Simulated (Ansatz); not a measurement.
Frontier orbitals of CH6FPSi (`C[SiH](F)P`).

Z-matrix (Å, degrees):
```
C
Si 1 1.856
H 1 1.093 2 110.3
H 1 1.093 2 110.6 3 119.7
H 1 1.092 2 111.0 3 -119.9
F 2 1.607 1 108.0 3 -178.5
P 2 2.250 1 115.4 3 61.7
H 2 1.487 1 111.1 3 -61.0
H 7 1.422 2 93.9 1 33.3
H 7 1.423 2 91.1 1 -60.1
```

The species carries charge 0 and has multiplicity 1. Geometry: relaxed with PBE0-D4/def2-TZVP. It is one conformer, not always the lowest. Basis def2-TZVPP, the Gaussian-basis code of Ansatz.

Orbital energies of one run (eV). Highest occupied ones, from the top: -6.73, -8.02, -8.43, -9.96, -10.27, -10.42, -10.70, -11.03, -11.40, -13.40, -16.65, -18.59, -31.02, -97.10. Empty: -0.44, -0.02, 0.42, 0.87, 1.15, 1.91.

Which functional gave them?
A. B3LYP
B. HSE06 (plane-wave form)
C. CAM-B3LYP
D. r2SCAN

D. HOMO energies: r2SCAN -6.73, HSE06 -7.21, B3LYP -7.39, CAM-B3LYP -8.89 eV.

B3LYP here is the variant with VWN-RPA as its local correlation; programs differ in this.
